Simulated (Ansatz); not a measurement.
This geometry of AsH3 + CH5Al (11 atoms, charge 0, multiplicity 1) is a first-order saddle point.

Theory: RKS PBE-D4/def2-SVP (Ansatz).

```xyz
11
Properties=species:S:1:pos:R:3
Al -0.874 -0.380 -0.334
C 1.002 -1.118 0.347
H -1.024 -0.730 -1.881
H -1.961 -0.509 0.821
H 0.643 0.344 0.059
As 0.169 2.159 -0.248
H 1.882 -1.088 -0.325
H 1.318 -0.915 1.390
H 0.620 -2.166 0.325
H -0.705 2.289 1.012
H -1.069 2.114 -1.168
```

**Question.** Which two structures does it join? (They come from a converged band through this point; their orientation in space is the band's.)

**Answer.** Bonds broken: Al1–C2, H5–As6. Bonds formed: Al1–As6, C2–H5. AsH3 + CH5Al becomes AlAsH4 + CH4.

Image 0:

```xyz
11
Properties=species:S:1:pos:R:3
Al -0.684 -0.687 -0.323
C 0.977 -1.472 0.411
H -0.932 -0.662 -1.911
H -1.918 -0.382 0.658
H 0.562 1.123 -0.347
As -0.009 2.573 -0.320
H 1.859 -1.347 -0.249
H 1.232 -1.078 1.417
H 0.819 -2.568 0.531
H -0.573 2.373 1.097
H -1.334 2.127 -0.964
```

Image 6:

```xyz
11
Properties=species:S:1:pos:R:3
Al -1.076 0.048 -0.281
C 1.362 -1.311 0.361
H -1.002 -0.690 -1.700
H -1.790 -0.651 0.972
H 1.210 -0.213 0.245
As -0.337 2.391 -0.098
H 1.986 -1.661 -0.480
H 1.872 -1.470 1.328
H 0.412 -1.881 0.369
H -1.601 2.729 0.718
H -1.036 2.710 -1.435
```

**Question.** How far does it lie above each of them?

**Answer.** 0.72 eV above the first and 1.34 eV above the second. This is the barrier of this one path; another mechanism may lie lower. The orbitals stay closed-shell, which can raise the energy where a bond breaks towards radicals; this wasn't checked here.

Time of the run: 2.1 min on 2 threads of Intel(R) Xeon(R) Platinum 8488C (Sapphire Rapids), on a shared host, peak memory 0.16 GiB.
